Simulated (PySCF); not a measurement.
GeH₄ + 2 Cl₂ → GeHCl + 3 HCl

Level: PBE0 in the def2-TZVP basis family, all electrons, no relativity, computed in PySCF with density fitting; open shells unrestricted.

| species | state and structure | E (Eh) | ZPE (kJ/mol) | H(298 K) − H(0) (kJ/mol) | S° (J/(mol K)) |
| --- | --- | --- | --- | --- | --- |
| GeH₄ | singlet, Td, Ge–H 1.534 Å (×4) | -2079.11846 | 77.8 | 10.7 | 217.5 |
| Cl₂ | singlet, D∞h, Cl–Cl 1.982 Å | -920.08940 | 3.5 | 9.1 | 222.5 |
| GeHCl | singlet, Cs, Ge–Cl 2.183 Å, Ge–H 1.601 Å; Cl–Ge–H 93.7° | -2537.41332 | 18.2 | 11.0 | 264.4 |
| HCl | singlet, C∞v, H–Cl 1.279 Å | -460.66440 | 17.9 | 8.7 | 186.6 |

Question: What is the electronic reaction energy?

Answer: At PBE0/def2-TZVP, ΔE = -286.9 kJ/mol from the differences of the total energies times 2625.5, downhill. 

Question: Add zero-point, thermal and entropy terms for 298.15 K and 1 bar.

Answer: ΔZPE = -12.9 and Δ[H(298) − H(0)] = 8.2 kJ/mol give ΔH° = -291.6 kJ/mol. ΔS° = 161.7 J/(mol K), so ΔG° = -291.6 − 298.15 × (0.1617) = -340 kJ/mol.

Each species is the lowest minimum found with this bonding; other isomers or fragments can lie lower.
